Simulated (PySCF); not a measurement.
**Calculated NMR data**

Computed data (PySCF): σ from GIAO-PBE0/pcSseg-1, geometry from GFN2-xTB. Isolated molecule, rapidly exchanging positions averaged, relativity neglected, single conformer.

Referencing at the same level of theory: ¹H, ¹³C against TMS. Splittings of carbon signals by F and P are missing where no couplings were computed. Where no couplings were computed, multiplicities follow the n + 1 count of equivalent neighbours, and m marks all less simple cases (inequivalent or close neighbours, rings, F or P nearby). Shifts are as computed. Against solution values, carbons near 30 ppm lie about +3 ppm off and those near 130 ppm about +5 ppm; carbons on Cl a further +6 ppm. Of 1211 compounds with measured shifts, 218 miss one by over three times the rms of a fit or turn the order of signals round; such compounds aren't used in these exercises. Carbons bonded to Cl come out too deshielded. OH and NH positions are gas-phase values without hydrogen bonding to other molecules.

Compound 1 (C$_{9}$H$_{11}$Cl). ¹H NMR (400 MHz, computed): δ 4.91 (m, 1H), 2.79 (m, 1H), 2.41 (m, 2H), 2.36 (m, 2H), 1.75 (m, 2H), 1.64 (m, 1H), 1.56 (d, 1H), 1.46 (m, 1H). ¹³C{¹H} NMR (computed): δ 91.6, 76.3, 65.5, 48.8, 25.7, 25.2, 17.8. Structure: SMILES C#C[C@H]1[C@@H]2CCC[C@H]1[C@H]2Cl.

Compound 2 (C$_{7}$H$_{14}$FN). ¹H NMR (400 MHz, computed): δ 5.08 (m, 1H), 3.83 (m, 1H), 3.72 (m, 1H), 3.69 (m, 1H), 0.94 (s, 9H), 0.71 (br s, 1H). ¹³C{¹H} NMR (computed): δ 89.7 (CH), 78.6 (CH), 53.4 (CH2), 35.1 (C), 25.6 (CH3). Structure: `CC(C)(C)[C@@H]1NC[C@H]1F`.
